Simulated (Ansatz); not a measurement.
Mulliken charges of B2FH3O2 (`OBB(O)F`) from ωB97M-V/def2-TZVPP in Ansatz (PBE0-D4/def2-TZVP geometry).

```csv
atom,x (Å),y (Å),z (Å),charge (e)
O1,-1.059,0.817,0.647,-0.276
B2,0.165,0.805,0.060,-0.021
B3,0.687,-0.752,-0.460,0.353
O4,-0.074,-1.857,-0.285,-0.242
F5,1.860,-0.947,-1.058,-0.256
H6,-1.352,1.685,0.938,0.199
H7,0.770,1.839,-0.048,0.040
H8,-0.905,-1.647,0.151,0.201
```

Question: By hand: the dipole of these point charges (1 e Å = 4.8032 D).

Answer: Σ q r = (-0.347, 0.262, 0.213) e Å, of length 0.484 e Å = 2.32 D.

Question: How does the dipole of the full density compare? (Best estimate.)

Answer: Ansatz gave: (-0.496, 0.498, 0.325) e Å, 3.72 D; the point charges give 0.62 times that, at 7° from its direction.

Point charges leave out the atoms' own dipoles, such as those of lone pairs, and Mulliken's split depends on the basis, so the two needn't agree.
